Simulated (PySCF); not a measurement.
BFH$_{3}$Si (calculated)

All values are calculated (PySCF 2.14.0). Calculation on a computer-drawn molecule: the log of a Hartree-Fock and frozen-core CCSD(T) single point meant for a local Hartree-Fock minimum, with one planted fault or none, to be diagnosed. Offsets are logged minus clean, where the clean run is the same molecule without the fault. The reference is restricted for singlets and unrestricted otherwise, and also for a bond in bohr or an excited solution. Adding or removing an electron swaps singlet and doublet. The excited solution moves the top pair (singlet) or top alpha electron (doublet) to the lowest empty orbital. Highest occupied and lowest empty are orbital energies over both spins, largest force is the largest gradient component, triples share is (T) over the correlation energy, the T1 limit is 0.02 restricted and 0.045 unrestricted, electrons count all cores, a negative frequency is imaginary (commonest isotopes), and the dipole is about the centre of nuclear charge.

BFH$_{3}$Si

Logged structure:
```xyz
6
BFH3Si
F      1.0319    -2.2900     1.3748
B      0.1001    -1.6116     1.2851
Si    -1.5051    -0.4429     1.1302
H     -1.6273     0.0186     2.4288
H     -2.4596    -1.3520     0.7100
H     -1.0779     0.4772     0.1894
```

| Property | Result |
| --- | --- |
| meant charge | 1 |
| meant multiplicity | 1 |
| meant basis | cc-pV(D+d)Z |
| logged electrons | 30 |
| logged basis functions | 66 |
| logged SCF converged | yes |
| logged spin squared | 0 |
| logged highest occupied | -19.878 eV |
| logged lowest empty | -4.1236 eV |
| logged largest force | 0.09334 hartree/bohr |
| logged T1 diagnostic | 0.015686 |
| logged D1 diagnostic | 0.038688 |
| logged triples share | 0.021995 |
| logged CC converged | yes |
| logged dipole magnitude | 0.027172 debye |
| logged SCF stable within its kind | yes |
| logged energy HF | -414.52893 hartree |
| logged energy CCSD(T) | -414.9131 hartree |
| possible faults | no fault, one electron removed, one electron added, multiplicity raised by two, geometry at a saddle point, SCF held on an excited solution, minimal basis STO-3G, one bond length entered in bohr, all coordinates scaled |
| planted fault | all coordinates scaled, by -5.6 % |
| HF energy offset from clean run | 11.83 kcal/mol |
| CCSD(T) energy offset from clean run | 14.11 kcal/mol |

Drawn bonds:
```
atom  other atom  order
   1           2      1
   2           3      1
   3           4      1
   3           5      1
   3           6      1
```
